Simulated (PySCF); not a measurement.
## CuF₂ + HF → CuHF + F₂

Level: PBE0 in the def2-TZVP basis family, all electrons, no relativity, computed in PySCF with density fitting; open shells unrestricted.

| species | state and structure | E (Eh) | ZPE (kJ/mol) | H(298 K) − H(0) (kJ/mol) | S° (J/(mol K)) |
| --- | --- | --- | --- | --- | --- |
| CuF₂ | doublet, D∞h, Cu–F 1.724 Å (×2) | -1839.86890 | 10.4 | 12.4 | 256.6 |
| HF | singlet, C∞v, H–F 0.920 Å | -100.39188 | 24.9 | 8.7 | 173.6 |
| CuHF | doublet, C∞v, Cu–F 1.754 Å, Cu–H 1.483 Å; F–Cu–H 180.0° | -1740.63066 | 21.6 | 10.3 | 238.5 |
| F₂ | singlet, D∞h, F–F 1.376 Å | -199.40856 | 6.6 | 8.7 | 201.9 |

Q: What is the electronic reaction energy?

A: At PBE0/def2-TZVP, ΔE = 581.7 kJ/mol from the differences of the total energies times 2625.5, uphill. 

Q: Add zero-point, thermal and entropy terms for 298.15 K and 1 bar.

A: ΔZPE = -7.1 and Δ[H(298) − H(0)] = -2.1 kJ/mol give ΔH° = 572.5 kJ/mol. ΔS° = 10.2 J/(mol K), so ΔG° = 572.5 − 298.15 × (0.0102) = 569 kJ/mol.

Open d or f shells are single determinants, so the state found may not be the ground state. Only the bonding shown was studied: isomers, or loss of a ligand pair, can lie lower.
